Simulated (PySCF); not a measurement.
PySCF input (M06-2X/LANL2DZ):

```python
from pyscf import gto, dft

mol = gto.M(
    atom='''
    Ga   -0.00000000   -0.00000000   -1.27263600
    Br    0.00000000    0.00000000    1.12719200
    ''',
    basis='lanl2dz',
    ecp='lanl2dz',
    charge=1,
    spin=1,
    symmetry='C2v',
    verbose=4,
)

mf = dft.UKS(mol, xc='m062x')
mf.grids.level = 4
mf.conv_tol = 1e-9
mf.max_cycle = 100
mf.max_memory = 1500
mf.kernel()
if not mf.converged:
    mf = mf.newton()
    mf.kernel(mf.make_rdm1())
mf.dip_moment()
```

From the output:

```

WARN: beta-A1 LUMO -0.0344650687573393 < system HOMO -0.0344650687573393

cycle= 1 E= -14.5218826423568  delta_E=  -20  |g|= 0.607  |ddm|= 3.17
alpha HOMO (A1) = -0.598070666151569  LUMO (B2) = -0.288475106023796
beta  HOMO (B2) = -0.823002097829553  LUMO (A1) = -0.523478646533834
  HOMO = -0.598070666152  LUMO = -0.523478646534  gap/eV = 2.02975
cycle= 2 E= -14.6791513345856  delta_E= -0.157  |g|= 0.399  |ddm|= 1.29
alpha HOMO (B2) = -0.564744537142403  LUMO (B1) = -0.304115693168358
beta  HOMO (B1) = -0.557932851260928  LUMO (A1) = -0.48114420009749
  HOMO = -0.557932851261  LUMO = -0.481144200097  gap/eV = 2.08953
cycle= 3 E= -14.8504153750318  delta_E= -0.171  |g|= 0.0737  |ddm|= 0.686
alpha HOMO (A1) = -0.571093349808449  LUMO (B1) = -0.277426954157305
beta  HOMO (B2) = -0.576633512149588  LUMO (A1) = -0.427561972765343
  HOMO = -0.571093349808  LUMO = -0.427561972765  gap/eV = 3.90569
cycle= 4 E= -14.8576146079985  delta_E= -0.0072  |g|= 0.0172  |ddm|= 0.121
alpha HOMO (A1) = -0.576724948261008  LUMO (B1) = -0.281135083613208
beta  HOMO (B1) = -0.573983057363385  LUMO (A1) = -0.424106635039471
  HOMO = -0.573983057363  LUMO = -0.424106635039  gap/eV = 4.07835
cycle= 5 E= -14.8581275158351  delta_E= -0.000513  |g|= 0.00289  |ddm|= 0.0475
alpha HOMO (A1) = -0.576621846568146  LUMO (B1) = -0.279326485648121
beta  HOMO (B1) = -0.573755764164145  LUMO (A1) = -0.424957087174118
  HOMO = -0.573755764164  LUMO = -0.424957087174  gap/eV = 4.04902
cycle= 6 E= -14.8581551376212  delta_E= -2.76e-05  |g|= 0.00042  |ddm|= 0.0137
alpha HOMO (A1) = -0.576716457687344  LUMO (B1) = -0.279083494816005
beta  HOMO (B1) = -0.573781338279056  LUMO (A1) = -0.424990579525534
  HOMO = -0.573781338279  LUMO = -0.424990579526  gap/eV = 4.04880
cycle= 7 E= -14.8581556859356  delta_E= -5.48e-07  |g|= 6.78e-05  |ddm|= 0.00189
alpha HOMO (A1) = -0.576719729942557  LUMO (B1) = -0.279047776949698
beta  HOMO (B2) = -0.573768977763417  LUMO (A1) = -0.424976920687231
  HOMO = -0.573768977763  LUMO = -0.424976920687  gap/eV = 4.04884
cycle= 8 E= -14.8581557032548  delta_E= -1.73e-08  |g|= 1.65e-05  |ddm|= 0.000263
alpha HOMO (A1) = -0.576719215525775  LUMO (B1) = -0.279034221621541
beta  HOMO (B2) = -0.573764435142323  LUMO (A1) = -0.42497557484495
  HOMO = -0.573764435142  LUMO = -0.424975574845  gap/eV = 4.04875
cycle= 9 E= -14.8581557048212  delta_E= -1.57e-09  |g|= 5.85e-06  |ddm|= 7.67e-05
alpha HOMO (A1) = -0.576720063632636  LUMO (B1) = -0.279029868672965
beta  HOMO (B1) = -0.573763532389559  LUMO (A1) = -0.424973809446815
  HOMO = -0.57376353239  LUMO = -0.424973809447  gap/eV = 4.04877
cycle= 10 E= -14.8581557050025  delta_E= -1.81e-10  |g|= 9.69e-07  |ddm|= 3.44e-05
alpha HOMO (A1) = -0.576720043794367  LUMO (B1) = -0.279029669100519
beta  HOMO (B1) = -0.573763890776856  LUMO (A1) = -0.424973681564315
  HOMO = -0.573763890777  LUMO = -0.424973681564  gap/eV = 4.04879
Extra cycle  E= -14.858155705006  delta_E= -3.56e-12  |g|= 5.15e-07  |ddm|= 3.42e-06
converged SCF energy = -14.858155705006  <S^2> = 0.75599607  2S+1 = 2.0059871

WARN: System has nonzero charge 1; the dipole moment is origin-dependent.
Location of origin: [0. 0. 0.]

Dipole moment(X, Y, Z, Debye):  0.00000,  0.00000, -5.67528
```

The dipole moment of an ion depends on the origin.

The geometry given is a B3LYP-D3(BJ)/def2-TZVP minimum of the species of charge 0 and multiplicity 1, not of this state.
